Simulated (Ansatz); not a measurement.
Mulliken charges of `[SH][Sn]([SH])[SH]` radical from ωB97M-V/def2-TZVPP in Ansatz (PBE0-D4/def2-TZVP geometry).

| atom | x (Å) | y (Å) | z (Å) | charge (e) |
| --- | --- | --- | --- | --- |
| S1 | -1.641 | 1.284 | -0.884 | -0.330 |
| Sn2 | 0.065 | -0.452 | -0.920 | 0.579 |
| S3 | -0.500 | -2.046 | 0.829 | -0.330 |
| S4 | 2.165 | 0.597 | -0.281 | -0.330 |
| H5 | -2.339 | 0.618 | 0.052 | 0.136 |
| H6 | 0.665 | -1.810 | 1.459 | 0.136 |
| H7 | 1.585 | 1.809 | -0.255 | 0.136 |

Question: By hand: the dipole of these point charges (1 e Å = 4.8032 D).

Answer: Σ q r = (0.018, -0.123, -0.251) e Å, of length 0.280 e Å = 1.34 D.

Question: How does the dipole of the full density compare? (Estimate.)

Answer: Ansatz gave: (0.004, -0.032, -0.066) e Å, 0.35 D; the point charges give 3.83 times that, at 1° from its direction.

Point charges leave out the atoms' own dipoles, such as those of lone pairs, and Mulliken's split depends on the basis, so the two needn't agree.
